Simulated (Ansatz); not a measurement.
`[CH3][SnH3]` + NH₃ → `[NH2][SnH3]` + CH₄ at 500 K and 1 bar (ligand exchange at the Sn–C bond).

Computed with Ansatz on PBE0-D4/def2-TZVP structures; ΔE is electronic, products minus reactants. CCSD(T)/CBS adds triple-zeta CCSD(T) − MP2 to the extrapolated MP2 energy (def2 sets, frozen cores). This one scheme is used for every species. def2 core potentials past Kr. For Sn outer-core shells are correlated without core-valence functions, which leaves a few kJ/mol of doubt a bond.

| species | CCSD(T)/CBS energy (Eh) | H − E (kJ/mol) | S (J/(mol·K)) |
| --- | --- | --- | --- |
| `[CH3][SnH3]` | -255.66383 | 180.3 | 330.7 |
| NH₃ | -56.50880 | 108.2 | 211.8 |
| `[NH2][SnH3]` | -271.71442 | 151.0 | 334.3 |
| CH₄ | -40.46206 | 135.6 | 206.8 |

H − E and S are ideal-gas, rigid-rotor, harmonic terms from PBE0-D4/def2-TZVP. 1 Eh = 2625.50 kJ/mol, R = 8.31446 J/(mol·K).

Task: By hand: ΔE, ΔH, ΔS and ΔG.

Result: ΔE = (-271.71442) + (-40.46206) − (-255.66383) − (-56.50880) = -0.00385 Eh = -10.1 kJ/mol. Δ(H − E) = 151.0 + 135.6 − 180.3 − 108.2 = -1.9, so ΔH = -12.0 kJ/mol. ΔS = 334.3 + 206.8 − 330.7 − 211.8 = -1.4 J/(mol·K). ΔG = -12.0 − 500 × (-1.4)/1000 = -11.3 kJ/mol.

Task: By hand: the equilibrium constant, and the temperature at which ΔG would vanish if ΔH and ΔS stayed fixed.

Result: log₁₀ K = −ΔG/(RT ln 10) = 1.2. ΔG = 0 at ΔH/ΔS = 8571 K, far beyond where these terms or the molecules hold.

The number of gas molecules stays the same, so ΔS is small and ΔH decides. A doubt of 5 kJ/mol in ΔE shifts log₁₀ K by 0.5 here. These are equilibria of isolated gas molecules and say nothing of rates. Largest T1 diagnostic: 0.013 (customary marks: 0.02 for closed shells, 0.045 for open ones).
